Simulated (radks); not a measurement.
Results of a calculation; reference values are marked as such.
The mean radii <r> (bohr) of the occupied orbitals of an atom or ion are listed with their occupations. Level of theory: Dirac Kohn-Sham, PBE, spin-unpolarised, spherical densities, finite nucleus; Fermi nuclear charge, rms radius of each element as measured or else 0.836 A^(1/3) + 0.57 fm (a radial shooting solver on a logarithmic mesh with Libxc functionals).

| orbital | occ. | <r> |
|---|---|---|
| 1s1/2 | 2 | 0.04149 |
| 2s1/2 | 2 | 0.1829 |
| 2p1/2 | 2 | 0.1571 |
| 2p3/2 | 4 | 0.1610 |
| 3s1/2 | 2 | 0.5059 |
| 3p1/2 | 2 | 0.5011 |
| 3p3/2 | 4 | 0.5095 |
| 3d3/2 | 4 | 0.4834 |
| 3d5/2 | 2 | 0.4859 |
| 6f5/2 | 1 | 3.742 |

Name the element and its charge. Open shells, if any, fill j = l - 1/2 first.

Answer. Z = 36, krypton, charge +11: Kr11+ in [Ar] 3d6 6f1. The 1s radius gives Z: for a bare nucleus <r> = (2 gamma + 1)/(2Z) with gamma = sqrt(1 - (Z/c)^2), 0.04069 bohr for Z = 36, and screening makes it slightly larger (0.04149 here). The occupations add up to 25, and the charge is Z minus that.
